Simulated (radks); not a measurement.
The numbers below are computed, except where a source is named.
Spherical quantum dot in the effective-mass picture: electrons in a hard-walled sphere of radius 8.19, all in effective atomic units (hartree* = m*/eps^2 hartree, bohr* = eps/m* bohr), one dielectric constant everywhere. Level of theory: non-relativistic Kohn-Sham, LDA (Slater exchange, Perdew-Wang correlation), spin-polarised, spherical densities (a radial shooting solver with Libxc functionals). Levels are named by radial order and angular momentum (1s, 1p, 1d, 2s, ...), and open shells are averaged over m. Results are scaled to m* = 0.396 and eps = 7.6, for which hartree* = 186.6 meV and bohr* = 1.016 nm.

N = 17, configuration 1s2 1p6 1d(up 5, down 4). This is the lowest configuration that the search found. Occupied and some empty levels:

level    occupation  eigenvalue (meV)  <r> (nm)
1s up             1            475.73     6.022
1s down           1            476.71     6.017
1p up             3            481.69     6.118
1p down           3            482.68     6.115
1d up             5            492.83     6.228
1d down           4            493.84     6.226
1f up             0            508.65     6.333
1f down           0            509.67     6.333
2s up             0            539.69     3.811
2s down           0            540.09     3.803
2p up             0            560.20     4.422
2p down           0            560.72     4.416

Energy (meV): total 4348.42, kinetic 852.07, external 0, Hartree 4126.3, exchange-correlation -630.00.

Electron density:

r (nm)  n(r) (e/nm^3)
0.250      0.00009333
0.870       0.0001323
1.49        0.0002428
2.11        0.0004951
2.73         0.001023
3.35         0.002040
3.97         0.003829
4.59         0.006598
5.21          0.01015
5.83          0.01329
6.45          0.01366
7.07         0.009484
7.69         0.003040
8.31        3.091e-06
